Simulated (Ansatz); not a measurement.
A made-up structure of CHSeSi (charge +1), singlet:

C1  (-0.694, 0.068, 1.237)
Si2  (-0.829, 0.292, -0.737)
Se3  (0.950, -0.335, 0.848)
H4  (-1.118, 0.454, 2.128)
(Å)

It is relaxed with PBE-D4/def2-SVP and then PBE0-D4/def2-TZVP (Ansatz 0.2.0). Atoms count as bonded within 1.22 times the sum of their covalent radii (H–H: 0.88 Å). The end point is not checked to be a true minimum.

Question: Does its bonding change? (Judge from chemistry; the calculation decides.)

Answer: By the calculation: No: no bond forms or breaks.

Where it ends: The first stage lowers the energy by 0.29 eV in 7 steps. It ends as CHSeSi ([CH]1[Si][Se]1), total charge +1:
```xyz
4
angstrom
C -0.7008 0.2188 1.1778
Si -0.7938 0.2467 -0.6778
Se 0.9367 -0.3603 0.8136
H -1.1340 0.3741 2.1621
```

Labels in which every atom is bracketed show which atoms are joined, not bond orders.

For scale, one of the runs: PBE0-D4/def2-TZVP relaxation, 122 basis functions, launched by `ansatz run in.yaml --threads 2 --pin off --events-out ev --progress --plain --max-ram 4352MiB`. Hardware: 2 CPU threads of an Arm Neoverse V2, shared host. Wall time about 12 s.
